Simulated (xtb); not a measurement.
CNO (SMILES N#C[O]), doublet, at a GFN2-xTB geometry; GFN2-xTB in xtb.

xtb was given this input:
```
$ xtb mol.xyz --gfn 2 --uhf 1 --hess --json

# file mol.xyz
3

O     -0.00000000    -0.00000000    -1.11938575
C      0.00000000     0.00000000     0.04267568
N      0.00000000     0.00000000     1.24271884
```

Output, abridged:

```
   ID    Z sym.   atoms
    1    8 O      1
    2    6 C      2
    3    7 N      3

           -------------------------------------------------
          |                Calculation Setup                |
           -------------------------------------------------

           -------------------------------------------------
          |                 G F N 2 - x T B                 |
           -------------------------------------------------

          ...................................................
          :                      SETUP                      :
          :.................................................:
          :  # basis functions                  12          :
          :  # atomic orbitals                  12          :
          :  # shells                            6          :
          :  # electrons                        15          :
          :  max. iterations                   250          :
          :  Hamiltonian                  GFN2-xTB          :
          :  restarted?                      false          :
          :  GBSA solvation                  false          :
          :  PC potential                    false          :
          :  electronic temp.          300.0000000     K    :
          :  accuracy                    1.0000000          :
          :  -> integral cutoff          0.2500000E+02      :
          :  -> integral neglect         0.1000000E-07      :
          :  -> SCF convergence          0.1000000E-05 Eh   :
          :  -> wf. convergence          0.1000000E-03 e    :
          :  Broyden damping             0.4000000          :
          :  net charge                          0          :
          :  unpaired electrons                  1          :
          ...................................................

 iter      E             dE          RMSdq      gap      omega  full diag
   1     -9.1371917 -0.913719E+01  0.868E+00    7.03       0.0  T
   2     -9.1434695 -0.627786E-02  0.503E+00    7.37       1.0  T
   3     -9.1378950  0.557454E-02  0.230E+00    6.94       1.0  T
   4     -9.1466481 -0.875312E-02  0.189E-01    7.14       1.0  T
   5     -9.1466706 -0.225164E-04  0.114E-01    7.15       1.0  T
   6     -9.1466777 -0.711877E-05  0.198E-02    7.14       2.9  T
   7     -9.1466782 -0.497732E-06  0.734E-03    7.14       7.9  T
   8     -9.1466783 -0.265240E-07  0.710E-04    7.15      81.4  T
   9     -9.1466783 -0.116247E-09  0.317E-04    7.15     182.3  T

   *** convergence criteria satisfied after 9 iterations ***

         :::::::::::::::::::::::::::::::::::::::::::::::::::::
         ::                     SUMMARY                     ::
         :::::::::::::::::::::::::::::::::::::::::::::::::::::
         :: total energy              -9.024303760567 Eh    ::
         :: gradient norm              0.000011603601 Eh/a0 ::
         :: HOMO-LUMO gap              7.145323315959 eV    ::
         ::.................................................::
         :: SCC energy                -9.146678264514 Eh    ::
         :: -> isotropic ES            0.018135051331 Eh    ::
         :: -> anisotropic ES          0.002009452859 Eh    ::
         :: -> anisotropic XC          0.011779737462 Eh    ::
         :: -> dispersion             -0.000752518116 Eh    ::
         :: repulsion energy           0.122374503948 Eh    ::
         :: add. restraining           0.000000000000 Eh    ::
         :: total charge               0.000000000597 e     ::
         :::::::::::::::::::::::::::::::::::::::::::::::::::::

           -------------------------------------------------
          |                Numerical Hessian                |
           -------------------------------------------------
step length          :   0.00500
SCC accuracy         :   0.30000
Hessian scale factor :   1.00000
frozen atoms in %    :   0.00000    0
RMS gradient         :   0.00001
estimated CPU  time      0.00 min

writing file <hessian>.

[...]
          |               Frequency Printout                |
           -------------------------------------------------
 vibrational frequencies (cm⁻¹)
eigval :        0.00     0.00     0.00     0.00     0.00   376.14
eigval :      376.14  1378.47  2219.49
 reduced masses (amu)
   1: 14.09   2: 14.09   3: 14.19   4: 15.07   5: 15.07   6: 12.86   7: 12.86   8: 14.96
   9: 12.86
 IR intensities (km·mol⁻¹)
   1:  0.00   2:  0.00   3:  0.00   4:  0.75   5:  0.75   6: 79.30   7: 79.30   8:  8.42
   9:282.67
 Raman intensities (Ä⁴*amu⁻¹)
   1:  0.00   2:  0.00   3:  0.00   4:  0.00   5:  0.00   6:  0.00   7:  0.00   8:  0.00
   9:  0.00
 output can be read by thermo (or use thermo option).
 writing <g98.out> molden fake output.
 recommended (thermochemical) frequency scaling factor: 1.0
           -------------------------------------------------
          |             Thermodynamic Functions             |
           -------------------------------------------------

cin symmetry found (for desy threshold:  0.10E+00) used in thermo

          ...................................................
          :                      SETUP                      :
          :.................................................:
          :  # frequencies                           4      :
          :  # imaginary freq.                       0      :
          :  linear?                              true      :
          :  only rotor calc.                    false      :
          :  symmetry                              cin      :
          :  rotational number                       1      :
          :  scaling factor                  1.0000000      :
          :  rotor cutoff                   50.0000000 cm⁻¹ :
          :  imag. cutoff                  -20.0000000 cm⁻¹ :
          :.................................................:

    mode    ω/cm⁻¹     T·S(HO)/kcal·mol⁻¹    T·S(FR)/kcal·mol⁻¹   T·S(vib)
   ------------------------------------------------------------------------
   ------------------------------------------------------------------------

   temp. (K)  partition function   enthalpy   heat capacity  entropy
                                   cal/mol     cal/K/mol   cal/K/mol   J/K/mol
 298.15  VIB   1.43                  423.555      3.161      2.130
         ROT   513.                  592.502      1.987     14.387
         INT   732.                 1016.057      5.148     16.517
         TR   0.264E+27             1481.254      4.968     37.117
         TOT                        2497.3107    10.1160    53.6332   224.4012

       T/K    H(0)-H(T)+PV         H(T)/Eh          T*S/Eh         G(T)/Eh
   ------------------------------------------------------------------------
    298.15    0.397972E-02    0.138903E-01    0.254829E-01   -0.115925E-01
   ------------------------------------------------------------------------

         :::::::::::::::::::::::::::::::::::::::::::::::::::::
         ::                  THERMODYNAMIC                  ::
         :::::::::::::::::::::::::::::::::::::::::::::::::::::
         :: total free energy          -9.035896308705 Eh   ::
         ::.................................................::
         :: total energy               -9.024303760580 Eh   ::
         :: zero point energy           0.009910584553 Eh   ::
         :: G(RRHO) w/o ZPVE           -0.021503132677 Eh   ::
         :: G(RRHO) contrib.           -0.011592548124 Eh   ::
         :::::::::::::::::::::::::::::::::::::::::::::::::::::

           -------------------------------------------------
          | TOTAL ENERGY               -9.024303760580 Eh   |
          | TOTAL ENTHALPY             -9.010413458101 Eh   |
          | TOTAL FREE ENERGY          -9.035896308705 Eh   |
          | GRADIENT NORM               0.000013236295 Eh/α |
          | HOMO-LUMO GAP               7.145322452081 eV   |
           -------------------------------------------------

normal termination of xtb
```
